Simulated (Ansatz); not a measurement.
`[Cl][Al]([Br])[Br]` + H–F → `[F][Al]([Br])[Br]` + HCl at 400 K and 1 bar (ligand exchange at the Al–Cl bond).

Computed with Ansatz on PBE0-D4/def2-TZVP structures; ΔE is electronic, products minus reactants. CCSD(T)/CBS adds triple-zeta CCSD(T) − MP2 to the extrapolated MP2 energy (def2 sets, frozen cores). This one scheme is used for every species. For Br outer-core shells are correlated without core-valence functions, which leaves a few kJ/mol of doubt a bond. Scalar relativity is left out up to krypton.

| species | CCSD(T)/CBS energy (Eh) | H − E (kJ/mol) | S (J/(mol·K)) |
| --- | --- | --- | --- |
| `[Cl][Al]([Br])[Br]` | -5848.64059 | 35.8 | 368.4 |
| H–F | -100.39570 | 36.5 | 182.2 |
| `[F][Al]([Br])[Br]` | -5488.66195 | 37.2 | 355.8 |
| HCl | -460.38127 | 29.6 | 195.4 |

H − E and S are ideal-gas, rigid-rotor, harmonic terms from PBE0-D4/def2-TZVP. 1 Eh = 2625.50 kJ/mol, R = 8.31446 J/(mol·K).

**Question.** By hand: ΔE, ΔH, ΔS and ΔG.

**Answer.** ΔE = (-5488.66195) + (-460.38127) − (-5848.64059) − (-100.39570) = -0.00693 Eh = -18.2 kJ/mol. Δ(H − E) = 37.2 + 29.6 − 35.8 − 36.5 = -5.5, so ΔH = -23.7 kJ/mol. ΔS = 355.8 + 195.4 − 368.4 − 182.2 = 0.6 J/(mol·K). ΔG = -23.7 − 400 × (0.6)/1000 = -23.9 kJ/mol.

**Question.** By hand: the equilibrium constant, and the temperature at which ΔG would vanish if ΔH and ΔS stayed fixed.

**Answer.** log₁₀ K = −ΔG/(RT ln 10) = 3.1. ΔH and −TΔS have one sign here, so there is no such temperature.

The number of gas molecules stays the same, so ΔS is small and ΔH decides. A doubt of 5 kJ/mol in ΔE shifts log₁₀ K by 0.7 here. These are equilibria of isolated gas molecules and say nothing of rates. Largest T1 diagnostic: 0.008 (customary marks: 0.02 for closed shells, 0.045 for open ones).

ΔS is within the doubt of such terms, so its sign, and with it that verdict, could turn.
